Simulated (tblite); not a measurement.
Parent: `[CH:1]#[C:2][C@@:3]1([Cl:4])[SiH2:5][CH2:6][CH2:7][C@@H:8]1[F:9]` with C2–C3–Si5–C6 95°, C3–Si5–C6–C7 -4°, Si5–C6–C7–C8 32°, C6–C7–C8–F9 64°, C6H8ClFSi.

Computed geometry: GFN2-xTB, gas phase. One conformer each, not checked by frequencies here.

| coordinate of the parent | value |
| --- | --- |
| C1≡C2 | 1.198 Å |
| C2–C3 | 1.435 Å |
| C3–Cl4 | 1.806 Å |
| C3–Si5 | 1.935 Å |
| Si5–C6 | 1.909 Å |
| C6–C7 | 1.536 Å |
| C7–C8 | 1.525 Å |
| C8–F9 | 1.380 Å |
| C3–C8 | 1.529 Å |
| C1–C2–C3 | 178.8° |
| C2–C3–Cl4 | 108.0° |
| C2–C3–Si5 | 112.7° |
| C2–C3–C8 | 110.2° |
| Cl4–C3–Si5 | 112.9° |
| Cl4–C3–C8 | 110.5° |
| Si5–C3–C8 | 102.5° |
| C3–Si5–C6 | 92.3° |
| Si5–C6–C7 | 105.8° |
| C6–C7–C8 | 108.1° |
| C7–C8–F9 | 108.3° |
| C3–C8–C7 | 106.8° |
| C3–C8–F9 | 109.2° |

**Question.** How does the shared frame change in `[CH:1]#[C:2][C@@H:3]1[SiH2:4][CH2:5][CH2:6][C@H:7]1[F:8]` with C2–C3–Si4–C5 -104°, C3–Si4–C5–C6 11°, Si4–C5–C6–C7 -36°, C5–C6–C7–F8 -68°, C6H9FSi? Atoms pair as C1 = C1, C2 = C2, C3 = C3, Si5 = Si4, C6 = C5, C7 = C6, C8 = C7, F9 = F8 (parent first).

**Answer.** 
| parent | relative | value in the relative | change |
| --- | --- | --- | --- |
| C1≡C2 | C1≡C2 | 1.198 Å | 0.000 |
| C2–C3 | C2–C3 | 1.441 Å | +0.006 |
| C3–Si5 | C3–Si4 | 1.926 Å | -0.009 |
| Si5–C6 | Si4–C5 | 1.906 Å | -0.003 |
| C6–C7 | C5–C6 | 1.532 Å | -0.004 |
| C7–C8 | C6–C7 | 1.523 Å | -0.002 |
| C8–F9 | C7–F8 | 1.386 Å | +0.006 |
| C3–C8 | C3–C7 | 1.532 Å | +0.003 |
| C1–C2–C3 | C1–C2–C3 | 178.4° | -0.4 |
| C2–C3–Si5 | C2–C3–Si4 | 111.9° | -0.8 |
| C2–C3–C8 | C2–C3–C7 | 110.2° | 0.0 |
| Si5–C3–C8 | Si4–C3–C7 | 103.6° | +1.1 |
| C3–Si5–C6 | C3–Si4–C5 | 93.4° | +1.1 |
| Si5–C6–C7 | Si4–C5–C6 | 105.2° | -0.6 |
| C6–C7–C8 | C5–C6–C7 | 108.3° | +0.2 |
| C7–C8–F9 | C6–C7–F8 | 109.0° | +0.7 |
| C3–C8–C7 | C3–C7–C6 | 108.9° | +2.1 |
| C3–C8–F9 | C3–C7–F8 | 108.5° | -0.7 |

Of the parent's bonds, C3–Si5 changes most (-0.009 Å). Point group C1 → C1.

**Question.** How does the shared frame change in `[CH:1]#[C:2][C@@:3]1([SiH2:4][Cl:5])[SiH2:6][CH2:7][CH2:8][C@@H:9]1[F:10]` with C2–C3–Si4–Cl5 61°, C2–C3–Si6–C7 101°, C3–Si6–C7–C8 -12°, Si6–C7–C8–C9 36°, C7–C8–C9–F10 69°, C6H10ClFSi2? Atoms pair as C1 = C1, C2 = C2, C3 = C3, Si5 = Si6, C6 = C7, C7 = C8, C8 = C9, F9 = F10 (parent first).

**Answer.** 
| parent | relative | value in the relative | change |
| --- | --- | --- | --- |
| C1≡C2 | C1≡C2 | 1.198 Å | 0.000 |
| C2–C3 | C2–C3 | 1.442 Å | +0.007 |
| C3–Si5 | C3–Si6 | 1.932 Å | -0.003 |
| Si5–C6 | Si6–C7 | 1.906 Å | -0.003 |
| C6–C7 | C7–C8 | 1.530 Å | -0.006 |
| C7–C8 | C8–C9 | 1.522 Å | -0.003 |
| C8–F9 | C9–F10 | 1.389 Å | +0.009 |
| C3–C8 | C3–C9 | 1.531 Å | +0.002 |
| C1–C2–C3 | C1–C2–C3 | 179.3° | +0.5 |
| C2–C3–Si5 | C2–C3–Si6 | 109.1° | -3.6 |
| C2–C3–C8 | C2–C3–C9 | 108.4° | -1.8 |
| Si5–C3–C8 | Si6–C3–C9 | 103.3° | +0.8 |
| C3–Si5–C6 | C3–Si6–C7 | 93.6° | +1.3 |
| Si5–C6–C7 | Si6–C7–C8 | 105.1° | -0.7 |
| C6–C7–C8 | C7–C8–C9 | 108.3° | +0.2 |
| C7–C8–F9 | C8–C9–F10 | 108.8° | +0.5 |
| C3–C8–C7 | C3–C9–C8 | 109.4° | +2.6 |
| C3–C8–F9 | C3–C9–F10 | 109.1° | -0.1 |

Of the parent's bonds, C8–F9 changes most (+0.009 Å). Bonds of the relative outside the shared frame: C3–Si4 1.914, Si4–Cl5 2.017 Å. Point group C1 → C1.

**Question.** How does the shared frame change in `[CH2:1]=[CH:2][C@@:3]1([Cl:4])[SiH2:5][CH2:6][CH2:7][C@@H:8]1[F:9]` with C1–C2–C3–Cl4 122°, C2–C3–Si5–C6 148°, C3–Si5–C6–C7 9°, Si5–C6–C7–C8 -34°, C6–C7–C8–F9 177°, C6H10ClFSi? Atoms pair as C1 = C1, C2 = C2, C3 = C3, Cl4 = Cl4, Si5 = Si5, C6 = C6, C7 = C7, C8 = C8, F9 = F9 (parent first).

**Answer.** 
| parent | relative | value in the relative | change |
| --- | --- | --- | --- |
| C1≡C2 | C1=C2 | 1.322 Å | +0.124 |
| C2–C3 | C2–C3 | 1.482 Å | +0.047 |
| C3–Cl4 | C3–Cl4 | 1.817 Å | +0.011 |
| C3–Si5 | C3–Si5 | 1.930 Å | -0.005 |
| Si5–C6 | Si5–C6 | 1.907 Å | -0.002 |
| C6–C7 | C6–C7 | 1.530 Å | -0.006 |
| C7–C8 | C7–C8 | 1.525 Å | 0.000 |
| C8–F9 | C8–F9 | 1.378 Å | -0.002 |
| C3–C8 | C3–C8 | 1.522 Å | -0.007 |
| C1–C2–C3 | C1–C2–C3 | 126.7° | -52.1 |
| C2–C3–Cl4 | C2–C3–Cl4 | 106.9° | -1.1 |
| C2–C3–Si5 | C2–C3–Si5 | 116.8° | +4.1 |
| C2–C3–C8 | C2–C3–C8 | 116.7° | +6.5 |
| Cl4–C3–Si5 | Cl4–C3–Si5 | 104.6° | -8.3 |
| Cl4–C3–C8 | Cl4–C3–C8 | 108.3° | -2.2 |
| Si5–C3–C8 | Si5–C3–C8 | 102.7° | +0.2 |
| C3–Si5–C6 | C3–Si5–C6 | 93.2° | +0.9 |
| Si5–C6–C7 | Si5–C6–C7 | 105.5° | -0.3 |
| C6–C7–C8 | C6–C7–C8 | 107.6° | -0.5 |
| C7–C8–F9 | C7–C8–F9 | 110.7° | +2.4 |
| C3–C8–C7 | C3–C8–C7 | 108.9° | +2.1 |
| C3–C8–F9 | C3–C8–F9 | 112.8° | +3.6 |

Of the parent's bonds, C1–C2 changes most (+0.124 Å). Point group C1 → C1.
